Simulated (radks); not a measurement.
Values are calculated unless marked as measured or tabulated.
Ionisation of Mg10+, [He], to Mg11+, 1s1, under several functionals. Scalar-relativistic Kohn-Sham, spin-polarised, spherical densities, finite nucleus; open shells are filled with parallel spins first; a radial shooting solver on a logarithmic mesh with Libxc functionals.

| functional | E(Mg10+) (hartree) | Exc (hartree) | IE (eV) | -e(HOMO) (eV) | <r> HOMO (bohr) | IE error (eV) |
|---|---|---|---|---|---|---|
| r2SCAN | -136.91877 | -7.34332 | 1762.7 | 1698.1 | 0.1288 | +0.9 |
| OLYP | -136.88092 | -7.30475 | 1762.3 | 1690.8 | 0.1290 | +0.5 |
| MS2 meta-GGA | -136.92299 | -7.34820 | 1762.7 | 1695.7 | 0.1289 | +0.9 |
| PBE | -136.77395 | -7.19266 | 1760.8 | 1689.6 | 0.1291 | -1.1 |
| BP86 | -136.91051 | -7.33422 | 1763.1 | 1690.9 | 0.1289 | +1.3 |
| TASK exchange with Perdew-Wang LDA correlation | -137.08541 | -7.51318 | 1765.9 | 1700.5 | 0.1288 | +4.0 |

NIST Atomic Spectra Database: 1761.8 eV (theoretical). Closest: OLYP. The Delta-SCF values span 5.10 eV, the total energies 0.31 hartree. The highest occupied level is 1s.
